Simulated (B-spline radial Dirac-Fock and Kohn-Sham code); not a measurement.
# Dipole and non-dipole photoemission parameters of Sm 6s

System: the Sm atom in the configuration 1s2 2s2 2p6 3s2 3p6 3d10 4s2 4p6 4d10 4f6 5s2 5p6 6s2; threshold 4.89 eV (orbital energy of the model). Level of theory: Dirac-Hartree-Slater photoionisation with a Latter tail; cross sections with all multipoles, angular parameters from the dipole term and its interference with E2; a radial B-spline solver.

For linearly polarised light dσ/dΩ = σ/(4π) [1 + β P₂(cos θ) + (δ + γ cos²θ) sin θ cos φ], with θ from the polarisation vector and φ the angle between the beam and the projection of the electron momentum on the plane normal to the polarisation.

```
hν (eV)   σ (kb)      β       γ
   98.4     14.6  1.872   0.139
    100     14.3  1.874   0.143
    101     14.2  1.875   0.145
    107     13.3  1.880   0.157
    114     12.4  1.886   0.170
    117     12.0  1.889   0.175
    144     9.31  1.905   0.215
    162     8.02  1.912   0.235
    177     7.15  1.917   0.250
    182     6.90  1.918   0.255
    186     6.70  1.920   0.258
    256        ?      ?       ?
    300     3.46  1.939   0.319
    370     2.56  1.946   0.335
    400     2.28  1.948   0.338
    600     1.24  1.957   0.336
    646     1.10  1.958   0.331
   1980    0.173  1.973   0.082
   2640    0.103  1.975  -0.010
   3260   0.0701  1.977  -0.069
   4000   0.0477  1.978  -0.109
   4500   0.0381  1.978  -0.122
   4940   0.0319  1.979  -0.125
   6000   0.0219  1.979  -0.112
   6650   0.0179  1.980  -0.091
   7020   0.0161  1.980  -0.075
 8047.8   0.0122  1.980  -0.021
   9930  0.00798  1.980   0.108
  13500  0.00419  1.980   0.401
  15000  0.00335  1.980   0.530
```

Q: Give the values at 256 eV.

A: σ = 4.33 kb, β = 1.934, γ = 0.302. For an s subshell δ is negligible.

Values without a named source are computed, but for edge energies of neutral atoms, which are taken from tables.
